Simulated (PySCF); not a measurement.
# Substituent effects on chemical shifts

Parent skeleton `[CH3:1][S:2][SiH2:3][O:4][CH:5]=[O:6]`; one hydrogen on atom 3 is replaced by X. Hydrogens on one atom are averaged.

[PySCF: coordinates at the GFN2-xTB level; shieldings: GIAO PBE0/pcSseg-1; fast rotation and ring inversion assumed for equivalent nuclei; one computed conformer; isolated molecule; no relativistic terms]

Scale: ¹³C and ²⁹Si and ¹H vs TMS; ³³S vs CS2; ¹⁷O vs H2O (reference shieldings calculated alike).

Parent (X = H): C1 8.6, S2 -215.0, Si3 -6.7, O4 199.6, C5 165.1, O6 464.4, H(C1) 1.92, H(Si3) 5.55, H(C5) 7.99 ppm. Effects are Δδ = δ(X) − δ(H), positive for deshielding.

Question: Give Δδ (ppm) for X = cPr, iPr, vinyl, COOH, OCH3, ethynyl, C2H5, COOCH3.

Answer: 
| X | SMILES | C1 | S2 | Si3 | O4 | C5 | O6 | H(C1) | H(Si3) | H(C5) |
| --- | --- | --- | --- | --- | --- | --- | --- | --- | --- | --- |
| cPr | CS[Si@H](OC=O)C1CC1 | +1.9 | +34.4 | +22.9 | +16.4 | +0.1 | -0.8 | +0.12 | -0.27 | +0.08 |
| iPr | CS[Si@@H](OC=O)C(C)C | +3.1 | +14.1 | +19.7 | +16.6 | -0.4 | -0.7 | +0.29 | +0.16 | +0.06 |
| vinyl | C=C[Si@@H](OC=O)SC | +0.8 | +22.0 | +4.8 | +17.3 | +0.3 | -0.9 | +0.01 | +0.35 | +0.01 |
| COOH | CS[Si@@H](OC=O)C(=O)O | +0.9 | +6.4 | -19.0 | +6.9 | -0.4 | +3.8 | +0.34 | +0.18 | +0.07 |
| OCH3 | CO[Si@@H](OC=O)SC | +2.3 | +48.8 | -14.2 | +40.2 | +0.6 | -12.3 | +0.09 | +0.14 | +0.00 |
| ethynyl | C#C[Si@@H](OC=O)SC | +1.5 | +29.2 | -18.1 | +10.0 | -0.7 | +5.7 | +0.14 | +0.12 | +0.03 |
| C2H5 | CC[Si@H](OC=O)SC | +6.9 | +70.3 | +19.7 | +33.9 | +0.5 | -8.5 | +0.65 | +0.23 | +0.09 |
| COOCH3 | COC(=O)[Si@H](OC=O)SC | +1.8 | +23.0 | -22.6 | +7.3 | -1.5 | +8.9 | +0.67 | -0.31 | +0.05 |

Question: Which position responds most, and to which substituents?

Answer: S2: from +6.4 ppm with COOH to +70.3 ppm with C2H5.

Unscaled 17O shifts of doubly bonded oxygen tend to come out too high, by tens of ppm or more. Experimental scales use liquid or dissolved standards, which lie at an offset from isolated H2O (liquid H2O: subtract about 36 ppm).
